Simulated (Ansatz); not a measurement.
Consider the redistribution: `[CH3][AlH][SiH2]Cl` + `OC(O)[SiH3]` → `OC([SiH3])[SiH2]Cl` + `[CH3][AlH][OH]`.

Calculated with Ansatz (gas phase, PBE0-D4/def2-TZVP geometries, no zero-point term in ΔE). CCSD(T)/CBS is the MP2 limit (def2-TZVPP, def2-QZVPP) plus CCSD(T) − MP2 in def2-TZVPP, frozen cores. DFT in def2-TZVPP. HSE06 is defined as in plane-wave codes. Each species was taken in one conformer, which may not be the lowest.

```json
{"species": "`[CH3][AlH][SiH2]Cl`", "HSE06 energy (Eh)": "-1033.45946"}
{"species": "`OC(O)[SiH3]`", "HSE06 energy (Eh)": "-481.37960"}
{"species": "`OC([SiH3])[SiH2]Cl`", "HSE06 energy (Eh)": "-1156.28528"}
{"species": "`[CH3][AlH][OH]`", "HSE06 energy (Eh)": "-358.62105"}
```

Question: Work out ΔE.

Answer: ΔE = (-1156.28528) + (-358.62105) − (-1033.45946) − (-481.37960) = -0.06727 Eh = -42.2 kcal/mol. CCSD(T)/CBS gives -47.7 kcal/mol.

Largest T1 diagnostic among the species: 0.012.

In def2-TZVPP, CCSD(T) changes the Hartree–Fock value by −1.8 kcal/mol (the triples alone add −0.1 kcal/mol) and MP2 by −6.0 kcal/mol. From PBE to PBE0 (25 % exact exchange), in def2-TZVPP and without D4, ΔE moves by −1.2 kcal/mol. The D4 term adds −1.4 kcal/mol with B3LYP and −0.8 kcal/mol with PBE0; it sums over pairs of atoms, weighted by their polarisabilities, and B3LYP, whose exchange is more repulsive, gets the larger term.

B3LYP here is the variant with VWN-RPA as its local correlation; programs differ in this.
